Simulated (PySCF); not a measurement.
Spin states of KP

Unrestricted PBE0; PySCF, no relativity, basis sets K 6-31G(d,p), P 6-31G(d,p). Outer shells of the fragments: K 4s1; P 3s2 3p3.

Followed along the bond (rough minima from three points):

| 2Ms+1 | unpaired | ⟨S²⟩ at the start | R at minimum (Å) | Te (eV) |
| --- | --- | --- | --- | --- |
| 3 | π ↑↑ | 2.02 | 3.04 | 0.00 |
| 1 | π ↑↓ | 1.01 | 3.02 | 0.35 |
| 3 | σ ↑, π ↑ | 2.01 | 2.83 | 0.36 |
| 1 | σ ↓, π ↑ | 1.01 | 2.83 | 0.69 |
| 1 | none | 0.00 | 3.01 | 1.42 |

Solutions found at the starting distance of 3.010 Å, counted from the lowest of them; the search is not exhaustive and high or unbound solutions are not listed, so other states can lie among these:

```csv
2Ms+1,unpaired,term,E (eV),⟨S²⟩,⟨Lz²⟩,μ (D)
3,π ↑↑,³Σ⁻,0.00,2.02,0.00,-9.20
1,π ↑↓,mixed,0.35,1.01,2.01,-9.45
3,"σ ↑, π ↑",³Π,0.41,2.01,1.01,-10.51
1,"σ ↓, π ↑",mixed,0.74,1.01,1.01,-10.45
1,none,mixed,1.42,0.00,2.00,-9.45
5,"σ ↑↑, π ↑↑",⁵Σ⁻,1.60,6.00,0.00,2.75
3,"σ ↑↑, π ↑↓",mixed,2.36,3.01,2.01,2.92
1,"σ ↓↓, π ↑↑",mixed,2.37,2.01,0.00,3.11
5,"σ ↑, π ↑↑↑",⁵Π,2.80,6.00,1.00,1.80
3,"σ ↑, π ↑",³Π,3.36,2.00,1.01,2.56
```

A term symbol is given only where ⟨S²⟩ and ⟨Lz²⟩ are close to those of a pure state; real π, δ and φ orbitals otherwise mix terms. A positive dipole means K(−)P(+).

Counting both spins, an empty level lies below a filled one in some of these solutions, because spin and occupation are held.
